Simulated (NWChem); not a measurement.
System: CH$_{2}$N anion

Input file for NWChem:

```
start job
memory heap 200 mb stack 900 mb global 1100 mb
charge -1
geometry units angstroms noautosym nocenter noautoz
  C      0.000000     0.000000     0.493797
  N      0.000000     0.000000    -0.745072
  H      0.000000    -0.935319     1.184238
  H      0.000000     0.935319     1.184238
end
basis spherical
  C library def2-svpd
  N library def2-svpd
  H library def2-svpd
end
dft
  xc m06-2x
  iterations 150
end
cosmo
  dielec 2.0
end
task dft energy
```

All runs use the structure optimised with B3LYP/def2-SVPD. The gas-phase anion has a positive highest level at the geometry level, so the gas reference is doubtful.

Level: M06-2X/def2-SVPD with COSMO at NWChem's default radii, gas-phase geometry; the question gives the dielectric constant. Reactions with the solvent are ignored.

Predict the main results of this run. (M06-2X/def2-SVPD, COSMO on the gas-phase geometry.) Quantities: electrostatic solvation energy (kcal/mol).


| Quantity | Result |
|---|---|
| electrostatic solvation energy (kcal/mol) | -36.4 |
